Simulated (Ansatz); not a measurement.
The same path of CH$_{6}$InN (9 atoms, charge 0, multiplicity 1) was run 3 times with different band settings. The coordinate that changes most is the dihedral H6–C1–In2–N3.

Computed with RKS B3LYP/def2-SVP (Ansatz).

Relaxed end points:

```xyz
9
Properties=species:S:1:pos:R:3
C -1.064 0.892 -0.914
In 0.725 -0.227 -0.376
N 0.765 -0.970 1.520
H -1.571 0.405 -1.760
H -0.793 1.914 -1.217
H -1.756 0.941 -0.061
H 2.139 -0.594 -1.307
H 0.024 -0.852 2.204
H 1.532 -1.509 1.912
```

```xyz
9
Properties=species:S:1:pos:R:3
C -0.784 1.446 -0.241
In 0.842 0.005 -0.095
N 0.298 -1.895 0.400
H -1.744 0.965 -0.005
H -0.830 1.857 -1.261
H -0.616 2.277 0.460
H 2.546 0.211 -0.335
H -0.656 -2.195 0.575
H 0.944 -2.671 0.502
```

Common settings: climbing image yes; optimiser quadratic models (default); start path IDPP; force threshold 0.05 eV/Å; end points relaxed.

| run | movable images | spring | iteration limit |
| --- | --- | --- | --- |
| 1 | 7 | 5.0 eV/Å² | 40 |
| 2 | 1 | 5.0 eV/Å² | 60 |
| 3 | 7 | 0.5 eV/Å² | 39 |

Question: What does each run give, and how far can it be trusted?

Answer: Run 1: converged after 4 iterations, highest image 0.007 eV above the first end. The top lies less than 8 meV above the higher end, about what the thresholds resolve: that end is a shoulder or a very shallow well. A vibrational analysis at the climbing image gives no mode beyond 40i cm⁻¹: the surface is too flat there to confirm a saddle point.
Run 2: converged after 4 iterations, highest image 0.007 eV above the first end. The top lies less than 8 meV above the higher end, about what the thresholds resolve: that end is a shoulder or a very shallow well. Another band between the same ends (7 images) ends at a top of the same energy, where a vibrational analysis finds no clearly imaginary modes. So few images can step over the top or miss a turn of the path.
Run 3: converged after 4 iterations, highest image 0.007 eV above the first end. The top lies less than 8 meV above the higher end, about what the thresholds resolve: that end is a shoulder or a very shallow well. Another band between the same ends (7 images) ends at a top of the same energy, where a vibrational analysis finds no clearly imaginary modes.
